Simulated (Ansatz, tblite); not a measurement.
Cost and result up the ladder for AgSe2 (3 atoms). Total charge 0; doublet. Geometry: B3LYP-D4/def2-TZVP.

Cartesian coordinates in Å:
```
Ag 0.886 0.959 -1.520
Se -1.006 -0.016 1.622
Se 0.119 -0.944 -0.102
```

Ansatz on 4 threads of Arm Neoverse V2 on a shared host; xTB runs through tblite on one thread. Times are rough, summed over both states, and most runs start from the orbitals of an earlier one. B2PLYP/def2-TZVP serves as the yardstick here, not as an exact answer. Differences are given only for rows in sets of like size (and for xTB, whose basis is part of the method), since another set adds its own error. The other state is a quartet at its own geometry, which has other bonds, so the gap mixes isomer and spin.

In the def2 sets Ag takes a core potential; there is no spin–orbit coupling. The xTB rows come from tblite. LC-ωPBE has ω = 0.4 bohr⁻¹. Correlated methods freeze 18 core orbitals; core or outer-core shells of Ag, Se are correlated, in sets that lack core-valence functions. The rows differ in basis, and correlated rows in double-zeta sets carry the largest basis error. The structure comes from a short search, and lower isomers may exist.

Correlated methods converge slowly with the basis, most of all in double-zeta sets (MP2 moves by 0.21 eV from def2-SVP to def2-TZVP here).

xTB has no spin-polarisation term.

```tsv
level	functions	wall time	quartet − doublet (eV)	difference from B2PLYP/def2-TZVP (eV)
GFN1-xTB	27	0.005 s	2.08	1.01
GFN2-xTB	27	0.007 s	2.14	1.07
PBE-D4/def2-TZVP	136	4.6 s	1.17	0.10
MP2/def2-TZVP	136	7.4 s	1.04	-0.03
RPA@PBE/def2-TZVP	136	7.9 s	1.08	0.00
PBE0-D4/def2-TZVP (with forces)	136	8.7 s	1.12	0.05
CAM-B3LYP-D4/def2-TZVP	136	10 s	1.07	0.00
LC-ωPBE/def2-TZVP	136	12 s	1.25	0.17
r2SCAN-D4/def2-TZVP	136	12 s	1.14	0.07
B2PLYP/def2-TZVP	136	12 s	1.08	0.00
B97M-V/def2-TZVP	136	20 s	1.11	0.03
CCSD(T)/def2-SVP	95	22 s	0.94	–
ωB97M-V/def2-TZVP	136	31 s	1.25	0.17
```
